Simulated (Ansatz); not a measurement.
```yaml
crystal:
  periodic: [false, false, false]
  atoms:
    - {symbol: C, position_ang: [-0.842732, 0.047988, -0.700582]}
    - {symbol: C, position_ang: [0.093795, -1.076430, -0.177453]}
    - {symbol: Si, position_ang: [0.926415, 0.268765, 0.843798]}
    - {symbol: N, position_ang: [-0.392312, 1.135693, 0.172636]}
    - {symbol: H, position_ang: [-0.670253, 0.249775, -1.764931]}
    - {symbol: H, position_ang: [-1.905519, -0.187487, -0.571066]}
    - {symbol: H, position_ang: [0.685255, -1.560641, -0.952899]}
    - {symbol: H, position_ang: [-0.432621, -1.840399, 0.394088]}
    - {symbol: H, position_ang: [2.306376, 0.670974, 0.431679]}
    - {symbol: H, position_ang: [0.960837, 0.146168, 2.330052]}
    - {symbol: H, position_ang: [-0.664040, 2.088694, 0.015380]}
basis:
  gaussian: {orbitals: cc-pVTZ}
hamiltonian: {xc: {name: rPW86-PBE}}
multiplicity: 3
output: {forces: true}
```

```sh
$ ansatz run in.yaml --threads 2 --pin off --events-out ev --progress --plain --max-ram 4352MiB
```

It prints (some lines left out):

```
Error: YAML parse error: error: line 18 column 1: unknown field `multiplicity`, expected one of crystal, accuracy, basis, kpoints, hamiltonian, magnetization, projection, total_charge, correlation, batch, efield, external_charges, scf, relax, neb, saddle, md, ramp, phonons, dielectric, real_time, elastic, magnetic_configurations, gw, evaluate, workflow, output, checkpoint, execution
16 |   gaussian: {orbitals: cc-pVTZ}
17 | hamiltonian: {xc: {name: rPW86-PBE}}
18 | multiplicity: 3
19 | output: {forces: true}
```

(1) What is wrong with this run?

Results:

(1) The input holds a key that doesn't belong there. The input was rejected before any iteration.
